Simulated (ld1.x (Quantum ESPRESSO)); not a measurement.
# Transferability test, TM potential for Pb

```json
{
 "Element": "Pb (Z = 82)",
 "Generator": "ld1.x (Quantum ESPRESSO) 7.5",
 "Type": "norm-conserving Troullier–Martins (Kleinman–Bylander form)",
 "Functional": "Wu–Cohen",
 "Relativity": "fully relativistic",
 "Frozen core": "[Xe] 4f14",
 "Valence charge": "14",
 "Reference configuration": "5d10 6s2 6p1.5 (charge +0.5)",
 "Partial waves": "6s (bound): rc 1.90 bohr; 6p (bound): rc 2.30 bohr; 5d (bound): rc 1.15 bohr",
 "Local potential": "all-electron potential smoothed inside 0.85 bohr (lloc = -1)",
 "Core correction": "none"
}
```

Open shells are filled in proportion to 2j + 1 (rel_dist='average').

Energies are relative to the spin-unpolarised reference configuration 5d10 6s2 6p1.5; without spin polarisation the order of configurations can differ from experiment. Not all tests gave a result: 2 of 7 tests not solved or not reliable. Left out of the table: 5d10 6s2 6p1 (solver errors, printed error -11.2 eV); 5d10 6s0 6p4 (solver errors, printed error -1564 eV).

(1) Give the all-electron excitation energy and the error of the potential for: 5d10 6s2 6p2; 5d10 6s2 6p0; 5d10 6s0 6p0; 5d10 6s1 6p3; 5d10 6s2 6p2.3.

Note: ghost states, extra bound levels that the all-electron valence spectrum of the same l lacks: s at -668.0 eV, p3/2 at -369.2 eV, p1/2 at -360.2 eV, s at -101.0 eV. A true bound ghost makes a file unfit for plane-wave use.

Answers

(1)

```json
{"valence configuration": "5d10 6s2 6p2", "charge": "0", "ΔE all-electron (eV)": "-2.556", "error AE − PS (meV)": "+0.7"}
{"valence configuration": "5d10 6s2 6p0", "charge": "+2", "ΔE all-electron (eV)": "17.768", "error AE − PS (meV)": "-6.1"}
{"valence configuration": "5d10 6s0 6p0", "charge": "+4", "ΔE all-electron (eV)": "93.004", "error AE − PS (meV)": "+6.8"}
{"valence configuration": "5d10 6s1 6p3", "charge": "0", "ΔE all-electron (eV)": "6.052", "error AE − PS (meV)": "-2.0"}
{"valence configuration": "5d10 6s2 6p2.3", "charge": "-0.3", "ΔE all-electron (eV)": "-3.388", "error AE − PS (meV)": "+1.6"}
```

These tests converged, but a pseudo level misses the all-electron one widely, so the file describes the atom poorly there or has found another state: 5d10 6s0 6p0: empty 6p by 8.4 eV.
